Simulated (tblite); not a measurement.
C₆H₅F₂O₂ (doublet state).
Cartesian coordinates in Å at the GFN2-xTB level; atoms count from 1:
```
atom  x, y, z in Å
C1     1.0146    2.3157    0.2612
C2     0.3556    1.3296    0.0715
C3    -0.5387    0.2480   -0.1431
C4    -0.2114   -1.0259   -0.4712
O5     0.9884   -1.5911   -0.6549
C6     2.1662   -0.8258   -0.5232
O7    -1.8356    0.6734    0.0066
C8    -2.9112   -0.1003    0.1557
F9    -4.0237    0.6524    0.1761
F10   -3.1009   -1.1010   -0.7436
H11    1.6381    3.1437    0.4219
H12   -0.9836   -1.7695   -0.6063
H13    2.9846   -1.5169   -0.7189
H14    2.1922   -0.0066   -1.2452
H15    2.2610   -0.4179    0.4858
```

Level: GFN2-xTB in tblite, geometry and Hessian alike; calculated harmonic values, unscaled, isolated species. The method is semi-empirical: single wavenumbers can be off by several per cent or more. One conformer, not necessarily the lowest. Open shells enter through the occupations alone, without spin polarisation, and single modes of such species can be off by tens of per cent.

Harmonic wavenumbers (cm⁻¹): 30.3, 55.9, 95.9, 127.1, 157.6, 215.6, 227.0, 260.9, 287.9, 325.6, 386.3, 431.5, 486.3, 501.1, 550.7, 646.2, 655.0, 709.1, 798.3, 815.2, 923.9, 991.0, 1103.6, 1113.8, 1114.6, 1162.2, 1230.4, 1242.3, 1333.5, 1399.5, 1454.0, 1465.2, 1599.8, 2247.5, 2969.5, 2980.3, 3030.4, 3100.4, 3397.5.

A = 2277, B = 805.9, C = 602.1 MHz; mass 147.026 u (most abundant isotopes); point group C1, symmetry number 1; spin multiplicity 2.

Zero-point energy?

½Σν̃ = 20811 cm⁻¹ = 248.96 kJ/mol.

Give the ideal-gas entropy at 200 K and 1 bar in the rigid-rotor, harmonic-oscillator model (classical rotation).

Translation 162.80, rotation 120.77, vibration 95.31, spin (R ln 2) 5.76: S = 384.6 J/(mol K).

And Cp and H(200 K) − H(0)?

Cp = 129.73 J/(mol K), of which vibrations give 96.47 (their classical limit is 39 R = 324.3); H(200 K) − H(0) = 16.71 kJ/mol without the zero-point energy, 10.06 from vibrations.

Which modes carry the vibrational entropy at 200 K?

30.3 cm⁻¹: 21.00; 55.9 cm⁻¹: 15.94; 95.9 cm⁻¹: 11.56; 127.1 cm⁻¹: 9.34; 157.6 cm⁻¹: 7.70; 215.6 cm⁻¹: 5.45 J/(mol K); the other 33 give 24.31 together.

What must be added to the electronic energy to get the Gibbs energy at 200 K and 1 bar?

ZPE + [H(200 K) − H(0)] − T·S = 248.96 + 16.71 − 76.93 = 188.74 kJ/mol.

Hindered rotation and anharmonicity are outside this model. Other conformers, if any are populated, would add a mixing term that is left out. The structure is chiral; the term R ln 2 for an equal mix with its mirror image is left out.
